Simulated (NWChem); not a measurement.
System: C2H4O2Si; SMILES C1(=C)O[SiH2]O1

Here is an NWChem input.

```
start job
memory heap 200 mb stack 900 mb global 1100 mb
geometry units angstroms noautoz
  C      0.000000     0.000000    -2.185111
  C      0.000000     0.000000    -0.846143
  O      0.000000     1.104901     0.004529
  Si     0.000000     0.000000     1.322516
  O      0.000000    -1.104901     0.004529
  H      0.000000    -0.953409    -2.726103
  H      0.000000     0.953409    -2.726103
  H     -1.240229     0.000000     2.159507
  H      1.240229     0.000000     2.159507
end
basis spherical
  * library def2-svp
end
dft
  xc scan
  grid xfine
  iterations 150
  mulliken
end
task dft gradient
```

Excerpt of the output:

```
             Northwest Computational Chemistry Package (NWChem) 7.3.0
             --------------------------------------------------------

 C2V symmetry detected

                             Geometry "geometry" -> ""
                             -------------------------

 Output coordinates in angstroms (scale by  1.889725989 to convert to a.u.)

  No.       Tag          Charge          X              Y              Z
 ---- ---------------- ---------- -------------- -------------- --------------
    1 C                    6.0000     0.00000000     0.00000000    -2.16917561
    2 C                    6.0000     0.00000000     0.00000000    -0.83020761
    3 O                    8.0000     0.00000000     1.10490100     0.02046439
    4 Si                  14.0000     0.00000000     0.00000000     1.33845139
    5 O                    8.0000     0.00000000    -1.10490100     0.02046439
    6 H                    1.0000     0.00000000    -0.95340900    -2.71016761
    7 H                    1.0000     0.00000000     0.95340900    -2.71016761
    8 H                    1.0000    -1.24022900     0.00000000     2.17544239
    9 H                    1.0000     1.24022900     0.00000000     2.17544239

 Effective nuclear repulsion energy (a.u.)     227.1175699826

      Symmetry information
      --------------------

 Group name             C2v
 Group number             16
 Group order               4
 No. of unique centers     6

                                 NWChem DFT Module
                                 -----------------

 Summary of "ao basis" -> "ao basis" (spherical)
 ------------------------------------------------------------------------------
       Tag                 Description            Shells   Functions and Types
 ---------------- ------------------------------  ------  ---------------------
 C                          def2-svp                 6       14   3s2p1d
 O                          def2-svp                 6       14   3s2p1d
 Si                         def2-svp                 8       18   4s3p1d
 H                          def2-svp                 3        5   2s1p

      Symmetry analysis of basis
      --------------------------

        a1         41
        a2          9
        b1         19
        b2         25

            General Information
            -------------------
          SCF calculation type: DFT
          Wavefunction type:  closed shell.
          No. of atoms     :     9
          No. of electrons :    46
           Alpha electrons :    23
            Beta electrons :    23
          Charge           :     0
          Spin multiplicity:     1
          Use of symmetry is: on ; symmetry adaption is: on
          Maximum number of iterations: 150
          AO basis - number of functions:    94
                     number of shells:    44
          Convergence on energy requested:  1.00D-06
          Convergence on density requested:  1.00D-05
          Convergence on gradient requested:  5.00D-04

              XC Information
              --------------
                         SCAN Method XC Functional
                  SCAN metaGGA Exchange Functional  1.000
                        SCAN Correlation Potential  1.000

             Grid Information
             ----------------
          Grid used for XC integration:  xfine
          Radial quadrature: Mura-Knowles
          Angular quadrature: Lebedev.
          Tag              B.-S. Rad. Rad. Pts. Rad. Cut. Ang. Pts.
          ---              ---------- --------- --------- ---------
          C                   0.70      100          12.0      1454
          O                   0.60      100          10.0      1454
          Si                  1.10      125          12.0      1454
          H                   0.35      100          13.0      1202
          Grid pruning is: on
          Number of quadrature shells:   625
          Spatial weights used:  Erf1

      Superposition of Atomic Density Guess
      -------------------------------------

 Sum of atomic energies:        -515.36758917

      Non-variational initial energy
      ------------------------------

 Total energy =    -517.655554
 1-e energy   =   -1161.014408
 2-e energy   =     416.241285
 HOMO         =      -0.263259
 LUMO         =       0.027329

      Symmetry analysis of molecular orbitals - initial
      -------------------------------------------------

  Numbering of irreducible representations:

     1 a1          2 a2          3 b1          4 b2

  Orbital symmetries:

     1 a1          2 a1          3 b2          4 a1          5 a1
     6 a1          7 a1          8 b1          9 b2         10 a1
    11 b2         12 a1         13 a1         14 a1         15 b2
    16 b1         17 a1         18 b2         19 a1         20 a2
    21 b2         22 b1         23 b1         24 b2         25 b1
    26 a1         27 a1         28 a1         29 b2         30 b1
    31 a1         32 b2         33 a1

     ---------------------------------------------
      Total Density - Mulliken Population Analysis
     ---------------------------------------------

    Atom       Charge   Shell Charges
 -----------   ------   -------------------------------------------------------
    1 C    6     6.52   1.99  0.96  0.28  2.15  1.13  0.02
    2 C    6     5.19   1.99  0.90  0.15  1.50  0.55  0.10
    3 O    8     8.76   1.99  1.11  0.72  3.00  1.93  0.01
    4 Si  14    12.84   2.00  1.99  0.93  0.25  5.93  0.89  0.62  0.24
    5 O    8     8.76   1.99  1.11  0.72  3.00  1.93  0.01
    6 H    1     0.88   0.65  0.20  0.03
    7 H    1     0.88   0.65  0.20  0.03
    8 H    1     1.08   0.69  0.39  0.01
    9 H    1     1.08   0.69  0.39  0.01

   convergence    iter        energy       DeltaE   RMS-Dens  Diis-err
 ---------------- ----- ----------------- --------- --------- ---------
 d= 0,ls=0.0,diis     1   -518.1164196540 -7.45D+02  1.89D-02  9.55D-01
 d= 0,ls=0.0,diis     2   -517.9808622057  1.36D-01  1.15D-02  2.36D+00
 d= 0,ls=0.0,diis     3   -518.2296341387 -2.49D-01  2.35D-03  3.51D-02
 d= 0,ls=0.0,diis     4   -518.2316997997 -2.07D-03  1.21D-03  1.77D-02
 d= 0,ls=0.0,diis     5   -518.2338716000 -2.17D-03  3.38D-04  1.71D-03
  Resetting Diis
 d= 0,ls=0.0,diis     6   -518.2340651752 -1.94D-04  7.18D-05  2.96D-05
 d= 0,ls=0.0,diis     7   -518.2340692652 -4.09D-06  3.79D-05  2.74D-06
 d= 0,ls=0.0,diis     8   -518.2340685944  6.71D-07  2.49D-05  7.21D-06
 d= 0,ls=0.0,diis     9   -518.2340696188 -1.02D-06  4.50D-06  3.91D-07
 d= 0,ls=0.0,diis    10   -518.2340696667 -4.79D-08  5.81D-07  2.32D-09

         Total DFT energy =     -518.234069666730
      One electron energy =    -1163.746464417361
           Coulomb energy =      468.751549332649
    Exchange-Corr. energy =      -50.356724564640
 Nuclear repulsion energy =      227.117569982621

 Numeric. integr. density =       46.000000018317

                  Occupations of the irreducible representations
                  ----------------------------------------------

                     irrep           alpha         beta
                     --------     --------     --------
                     a1               12.0         12.0
                     a2                1.0          1.0
                     b1                4.0          4.0
                     b2                6.0          6.0

                       DFT Final Molecular Orbital Analysis
                       ------------------------------------

 Vector   21  Occ=2.000000D+00  E=-3.075561D-01  Symmetry=b2
              MO Center=  4.3D-15, -2.5D-15, -7.4D-03, r^2= 2.1D+00
   Bfn.  Coefficient  Atom+Function         Bfn.  Coefficient  Atom+Function
  ----- ------------  ---------------      ----- ------------  ---------------
    33      0.433645  3 O  py                65      0.433645  5 O  py
    36      0.313747  3 O  py                68      0.313747  5 O  py
    51     -0.143503  4 Si py                34     -0.137122  3 O  pz
    66      0.137122  5 O  pz                19     -0.130971  2 C  py
    22      0.103028  2 C  py                30      0.089133  3 O  s

 Vector   22  Occ=2.000000D+00  E=-3.024279D-01  Symmetry=a2
              MO Center= -5.3D-15,  8.7D-15,  4.0D-02, r^2= 1.8D+00
   Bfn.  Coefficient  Atom+Function         Bfn.  Coefficient  Atom+Function
  ----- ------------  ---------------      ----- ------------  ---------------
    32      0.456135  3 O  px                64     -0.456135  5 O  px
    35      0.349401  3 O  px                67     -0.349401  5 O  px
    56      0.072789  4 Si d -2              24      0.031197  2 C  d -2

[...]

                         DFT ENERGY GRADIENTS

    atom               coordinates                        gradient
                 x          y          z           x          y          z
   1 C       0.000000   0.000000  -4.099148    0.000000   0.000000  -0.006329
   2 C       0.000000   0.000000  -1.568865    0.000000   0.000000   0.001269
   3 O       0.000000   2.087960   0.038672    0.000000   0.014302  -0.001051
   4 Si      0.000000   0.000000   2.529306    0.000000   0.000000   0.006893
   5 O       0.000000  -2.087960   0.038672    0.000000  -0.014302  -0.001051
   6 H       0.000000  -1.801682  -5.121474    0.000000  -0.004334  -0.002928
   7 H       0.000000   1.801682  -5.121474    0.000000   0.004334  -0.002928
   8 H      -2.343693   0.000000   4.110990   -0.004252   0.000000   0.003063
   9 H       2.343693   0.000000   4.110990    0.004252   0.000000   0.003063
```

Level: SCAN/def2-SVP. The geometry was optimised at PBE-D3(BJ)/def2-SVP.
